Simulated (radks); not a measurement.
Polarisability of the carbon ion C4+, [He], at imaginary frequency. All-electron calculation, non-relativistic Kohn-Sham, exchange-only LDA, spin-polarised, spherical densities, point nucleus. Program: a radial shooting solver on a logarithmic mesh with Libxc functionals. Response by self-consistent Sternheimer equations with the Hartree and adiabatic exchange-only LDA kernel.

w (hartree),alpha1(iw) (bohr^3),alpha2(iw) (bohr^5)
0.00266,0.009492,0.001163
0.0143,0.009492,0.001163
0.0360,0.009492,0.001163
0.0697,0.009492,0.001163
0.118,0.009491,0.001163
0.186,0.009490,0.001163
0.280,0.009487,0.001163
0.413,0.009482,0.001162
0.605,0.009469,0.001161
0.892,0.009442,0.001159
1.35,0.009379,0.001155
2.12,0.009218,0.001142
3.59,0.008750,0.001105
6.94,0.007245,0.0009754
17.5,0.003378,0.0005460

Static values: alpha1 = 0.009492 bohr^3 (0.001407 angstrom^3; uncoupled 0.009854), alpha2 = 0.001163 bohr^5, alpha3 = 0.0003617 bohr^7. C6 = 0.0008719, C8 = 0.0006008, triple-dipole C9 = 6.092e-06 atomic units. One-pole (London) frequency 4 C6 / (3 alpha1^2) = 12.903 hartree, against 12.941 for minus the highest occupied eigenvalue. The dipole shielding factor is 0.333, as the force sum rule N/Z = 0.333 demands.
